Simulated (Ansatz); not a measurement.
System: B₂N (charge 0, doublet). SMILES: [B][N][B]
Geometry: optimised at B3LYP-D3(BJ)/def2-TZVP (Ansatz, a first-principles code).

Wanted: enthalpy of formation at 298 K, in kcal/mol. Terms: open shells spin-unrestricted; dispersion terms only where a functional's name holds one; 6-311+G** with 5d; no spin-orbit coupling; LANL2DZ all-electron up to Ne; non-relativistic; six Cartesian d functions in 6-31G* and its kin unless marked 5d. First-principles rows: single points at B3LYP-D3(BJ) geometries (Ansatz), with unscaled harmonic terms from B3LYP/6-31G* (Ansatz) at its own minima, enthalpies of formation by atomisation with measured atoms.

```json
[
 {"level": "PBE/STO-3G", "program": "Ansatz", "enthalpy of formation at 298 K (kcal/mol)": "67.8"},
 {"level": "PBE/3-21G", "program": "Ansatz", "enthalpy of formation at 298 K (kcal/mol)": "113.1"},
 {"level": "PBE/LANL2DZ", "program": "Ansatz", "enthalpy of formation at 298 K (kcal/mol)": "127.9"},
 {"level": "PBE/6-31G*", "program": "Ansatz", "enthalpy of formation at 298 K (kcal/mol)": "105.8"},
 {"level": "PBE/def2-SVP", "program": "Ansatz", "enthalpy of formation at 298 K (kcal/mol)": "99.3"},
 {"level": "PBE/6-311+G**", "program": "Ansatz", "enthalpy of formation at 298 K (kcal/mol)": "108.0"},
 {"level": "PBE/def2-TZVPD", "program": "Ansatz", "enthalpy of formation at 298 K (kcal/mol)": "104.5"}
]
```

No value to compare with is used here. The 6 habitual levels span 67.8 (PBE/STO-3G) to 127.9 kcal/mol (PBE/LANL2DZ); PBE/def2-TZVPD gives 104.5.

The sets are all those run for this method; left out are runs that failed, that the program found above a lower state of the same kind, or whose <S^2> lies over 0.5 above the pure value.
